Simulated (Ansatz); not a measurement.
The cluster Ge5Se. Total charge 0; singlet. Geometry r2SCAN-D4/def2-SVP.

Cartesian coordinates in Å:
```
Ge 1.257 0.809 0.404
Ge 0.081 -1.540 -0.224
Ge -0.151 -1.146 2.071
Ge 0.970 -0.200 -2.110
Ge -1.432 0.751 1.126
Se -0.725 1.326 -1.267
```

The 6-31G sets use Cartesian d functions. B3LYP takes the VWN-RPA correlation. Another isomer (singlet) lies 0.04 eV lower at PBE0-D4/def2-TZVP; other spin states weren't run for this one.

(1) Estimate the orbital energies around the gap (eV) in Ansatz with PBE-D4/def2-SVP, B3LYP-D4/6-31G, PBE0-D4/def2-TZVP, PBE0-D4/def2-TZVPD, BHLYP-D4/def2-TZVP.

## Answers

(1) 
| orbital | PBE-D4/def2-SVP | B3LYP-D4/6-31G | PBE0-D4/def2-TZVP | PBE0-D4/def2-TZVPD | BHLYP-D4/def2-TZVP |
| --- | --- | --- | --- | --- | --- |
| HOMO−13 | -29.55 | -31.20 | -33.36 | -33.37 | -37.15 |
| HOMO−12 | -18.04 | -20.26 | -20.04 | -20.04 | -21.91 |
| HOMO−11 | -14.74 | -16.67 | -16.48 | -16.48 | -18.09 |
| HOMO−10 | -13.17 | -14.86 | -14.74 | -14.74 | -16.17 |
| HOMO−9 | -11.50 | -12.94 | -12.88 | -12.88 | -14.13 |
| HOMO−8 | -10.44 | -11.71 | -11.70 | -11.71 | -12.84 |
| HOMO−7 | -10.00 | -11.23 | -11.21 | -11.21 | -12.28 |
| HOMO−6 | -7.72 | -8.55 | -8.71 | -8.72 | -9.50 |
| HOMO−5 | -7.23 | -8.08 | -8.15 | -8.15 | -8.85 |
| HOMO−4 | -6.93 | -7.71 | -7.78 | -7.79 | -8.48 |
| HOMO−3 | -6.05 | -6.81 | -6.80 | -6.81 | -7.38 |
| HOMO−2 | -5.89 | -6.62 | -6.69 | -6.69 | -7.29 |
| HOMO−1 | -5.78 | -6.52 | -6.57 | -6.58 | -7.17 |
| HOMO | -5.24 | -5.93 | -5.99 | -5.99 | -6.55 |
| LUMO | -3.38 | -3.07 | -2.80 | -2.82 | -2.02 |
| LUMO+1 | -2.99 | -2.66 | -2.35 | -2.38 | -1.52 |
| LUMO+2 | -2.78 | -2.45 | -2.14 | -2.18 | -1.33 |
| LUMO+3 | -1.88 | -1.63 | -1.20 | -1.30 | -0.35 |
| LUMO+4 | -1.62 | -1.35 | -0.95 | -1.04 | -0.12 |
| LUMO+5 | -1.25 | -0.91 | -0.57 | -0.70 | 0.31 |
